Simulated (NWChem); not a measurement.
System: AlGeH4OCl; SMILES [Cl][Al]([GeH3])[OH]

```xyz
8

Al     0.5704    -0.5821    -0.0451
Cl    -0.7009    -2.2548    -0.3677
Ge    -0.2800     1.7191     0.0048
H     -0.9689     2.0883    -1.3375
H     -1.3430     1.8967     1.1235
H      0.8560     2.7447     0.2574
O      2.2484    -0.8462     0.1884
H      2.6560    -1.7276     0.1816
```
Atoms are numbered in this order, from 1.

Computed with NWChem. Pople sets run with spherical d functions. All runs use the structure optimised with PBE-D3(BJ)/def2-SVP. Vzz is the largest principal value of the second derivative of the potential at the nucleus (NWChem prints the opposite sign); η is the asymmetry. Non-relativistic.

```csv
level,Vzz Al1 (a.u.),η Al1,Vzz Cl2 (a.u.),η Cl2,Vzz Ge3 (a.u.),η Ge3,Vzz O7 (a.u.),η O7
Hartree-Fock/6-31G*,0.833,0.57,1.141,0.30,-0.229,0.26,1.384,0.17
Hartree-Fock/def2-SVP,0.868,0.53,1.144,0.22,-0.403,0.15,1.445,0.15
B3LYP/def2-TZVP,0.962,0.52,1.250,0.35,-0.152,0.47,1.333,0.08
B3LYP/def2-SVP,0.743,0.55,1.201,0.24,-0.303,0.16,1.352,0.11
```
